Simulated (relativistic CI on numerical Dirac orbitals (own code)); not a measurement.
**Slater and spin-orbit integrals, Ag19+**

Calculated at this level of theory: Dirac-Coulomb-Breit CI, orbitals from a KLI potential per configuration, model QED, unscaled Slater integrals (own radial code, finite nucleus).

Slater integrals F^k, G^k are unscaled and averaged over j, outside the closed core [Ne] 3s2; ζ comes from projecting the Hamiltonian with its Breit term on Σ l·s of the shell.

- 3p6.3d9.4s: ζ(3d) = 20331, G^2(3d,4s) = 29947 cm⁻¹; <r>(3d) = 0.3312, <r^2>(3d) = 0.1293, <r>(4s) = 0.7693, <r^2>(4s) = 0.6639 (bohr units).
- 3p6.3d9.4p: ζ(3d) = 20343, F^2(3d,4p) = 87755, G^1(3d,4p) = 28950, G^3(3d,4p) = 28874, ζ(4p) = 45750 cm⁻¹; <r>(3d) = 0.3312, <r^2>(3d) = 0.1293, <r>(4p) = 0.7938, <r^2>(4p) = 0.7108 (bohr units).
- 3p6.3d9.4d: ζ(3d) = 20334, F^2(3d,4d) = 86177, F^4(3d,4d) = 42623, G^0(3d,4d) = 28805, G^2(3d,4d) = 35323, G^4(3d,4d) = 27474, ζ(4d) = 5073.7 cm⁻¹; <r>(3d) = 0.3313, <r^2>(3d) = 0.1294, <r>(4d) = 0.8212, <r^2>(4d) = 0.7694 (bohr units).

Averages of the first 10 configurations, taken without configuration mixing, which lowers the lowest level and can move excited configurations by several eV; other configurations of the list can lie among them:

```csv
Configuration,Parity,States,Average energy above the lowest level (eV)
3p6.3d10,even,1,0.1
3p6.3d9.4s,even,20,350.7
3p6.3d9.4p,odd,60,395.8
3p6.3d9.4d,even,100,463.8
3p6.3d8.4s2,even,45,721.5
3p6.3d9.4f,odd,140,530.8
3p5.3d10.4s,odd,12,563.0
3p6.3d8.4s.4p,odd,540,763.4
3p6.3d9.5s,even,20,579.2
3p6.3d8.4p2,even,675,811.2
```
